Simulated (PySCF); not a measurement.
Orbital picture of AlPb

PBE0 at R = 2.721 Å; basis Al def2-SVP, Pb def2-SVP with ECP60; scalar-relativistic core potentials; PySCF 2.14. State: ⁴Σ⁻ (quartet), unpaired electrons σ ↑, π ↑↑. Only the outer orbitals are listed, counted within each symmetry, core potentials removing the inner ones.

```tsv
spin	orbital	occ.	ε (eV)	on Al (%)	main shells (%)
α	7σ	1	-14.19	11	88 Pb s
α	8σ	1	-9.21	76	76 Al s, 14 Pb p, 9 Pb s
α	9σ	1	-5.37	53	46 Pb p, 43 Al p, 10 Al s
α	4π	1	-5.17	28	72 Pb p, 27 Al p
α	4π	1	-5.17	28	72 Pb p, 27 Al p
α	5π	0	-1.77	72	72 Al p, 27 Pb p
α	5π	0	-1.77	72	72 Al p, 27 Pb p
α	10σ	0	0.43	68	60 Al p, 42 Pb p
β	7σ	1	-12.54	12	87 Pb s, 9 Al s
β	8σ	1	-7.94	81	81 Al s, 10 Pb s, 9 Pb p
β	9σ	0	-2.62	50	49 Pb p, 40 Al p, 10 Al s
β	4π	0	-2.53	45	54 Pb p, 45 Al p
β	4π	0	-2.53	45	54 Pb p, 45 Al p
```

Question: Which are the highest filled and the lowest empty level, where do they sit, and how wide is the gap?

Answer: Highest filled α 4π at -5.17 eV (in %: 72 Pb p, 27 Al p); lowest empty β 9σ at -2.62 eV (in %: 49 Pb p, 40 Al p, 10 Al s); the gap at PBE0 is 2.55 eV.

```json
{
 "bond order (Mayer)": "1.48",
 "⟨S²⟩": "3.755",
 "charge on Al (Mulliken, basis-dependent)": "0.12",
 "charge on Al (Löwdin, basis-dependent)": "0.10",
 "dipole moment (positive dipole means Al(−)Pb(+))": "-0.35 D",
 "polarisability along the bond": "171.7 bohr³",
 "polarisability across the bond": "57.9 bohr³"
}
```

These are scalar-relativistic numbers at best; spin–orbit coupling would shift them, the dissociation energy most. The state is the lowest determinant that a PBE0 search found; another state may lie lower at other levels.
